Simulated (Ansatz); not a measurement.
Mo4⁺. Total charge 1; doublet. Geometry relaxed at PBE-D4/def2-SVP.

Cartesian coordinates in Å:
```
Mo 0.7168 -0.3962 -1.2731
Mo 0.6397 0.9495 0.9899
Mo -0.1810 -0.9895 1.1305
Mo -1.1755 0.4361 -0.8474
```

In the def2 sets Mo takes a core potential; there is no spin–orbit coupling. The structure comes from a short search, and lower isomers may exist.

Q: Estimate the harmonic wavenumbers at UKS PBE-D4/def2-SVP (Ansatz, unscaled). Is this a minimum?

A: 141, 171, 171, 204, 396, 432 cm⁻¹. Yes, no mode is imaginary beyond noise. Zero-point energy 9.1 kJ/mol. Run time 46 s (4 threads of Intel Xeon Platinum 8488C on a shared host).
